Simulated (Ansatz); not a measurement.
Consider the alkene loss: `C[C](C)(C)[Ga]([F])[Cl]` → `[F][GaH][Cl]` + isobutene.

Gas-phase electronic energies from Ansatz, PBE0-D4/def2-TZVP geometries. CCSD(T)/CBS adds triple-zeta CCSD(T) − MP2 to the extrapolated MP2 energy (def2 sets, frozen cores). This one scheme is used for every species. Functionals use def2-TZVPP. HSE06 is defined as in plane-wave codes. For Ga outer-core shells are correlated without core-valence functions, which leaves a few kJ/mol of doubt a bond. Scalar relativity is left out up to krypton.

| level | ΔE (kJ/mol) |
| --- | --- |
| BHLYP-D4 | 110.4 |
| HSE06 | 110.2 |

Problem. What does CCSD(T)/CBS give? (An estimate is asked.)

Solution. The calculation gave: +120.5 kJ/mol. The listed levels differ from it by -10.1, -10.3 kJ/mol.

Largest T1 diagnostic among the species: 0.013.

Leaving LDA and LC-ωPBE aside and taking each functional with its dispersion term where it has one, the values, not all of them listed here, spread over 26.8 kJ/mol, from B2PLYP to PBE-QIDH. LDA lies +41.0 kJ/mol from PBE without D4. From PBE to PBE0 (25 % exact exchange), in def2-TZVPP and without D4, ΔE moves by +7.6 kJ/mol. At CCSD(T), def2-SVP lies −5.7 kJ/mol from the extrapolated value and def2-TZVPP −5.0 kJ/mol.
